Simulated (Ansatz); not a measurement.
`C=NB(C)F` and `C[B](F)[GeH3]` differ in one atom or group.

Ansatz, PBE0-D4/def2-TZVP geometries, multiplicity 1. Each molecule was computed in one conformer, which needn't be the lowest.

Scalar relativity is left out up to krypton.

```
                                          property  `C=NB(C)F`
  size of the dipole moment (B3LYP/def2-TZVPP) / D        2.48
                 LUMO energy (PBE/def2-TZVPP) / eV       -2.19
              HOMO–LUMO gap (PBE0/def2-TZVPP) / eV        6.48
               HOMO–LUMO gap (PBE/def2-TZVPP) / eV        3.98
size of the dipole moment (ωB97M-V/def2-TZVPP) / D        2.50
           HOMO–LUMO gap (ωB97M-V/def2-TZVPP) / eV       11.04
```

What does the change do to each property? (An estimate is asked.)

The calculation gave: 
```csv
property,`C[B](F)[GeH3]`,shift
size of the dipole moment (B3LYP/def2-TZVPP) / D,1.42,-1.06
LUMO energy (PBE/def2-TZVPP) / eV,-2.08,0.11
HOMO–LUMO gap (PBE0/def2-TZVPP) / eV,6.78,0.30
HOMO–LUMO gap (PBE/def2-TZVPP) / eV,4.54,0.56
size of the dipole moment (ωB97M-V/def2-TZVPP) / D,1.40,-1.10
HOMO–LUMO gap (ωB97M-V/def2-TZVPP) / eV,10.95,-0.09
```

With PBE0 the HOMO falls by 0.36 eV and the LUMO falls by 0.06 eV, so the gap widens by about 0.30 eV. PBE moves the HOMO by -0.45 eV and ωB97M-V by -0.20 eV. Dipoles are sizes alone; their direction can turn.

B3LYP here is the variant with VWN-RPA as its local correlation; programs differ in this.
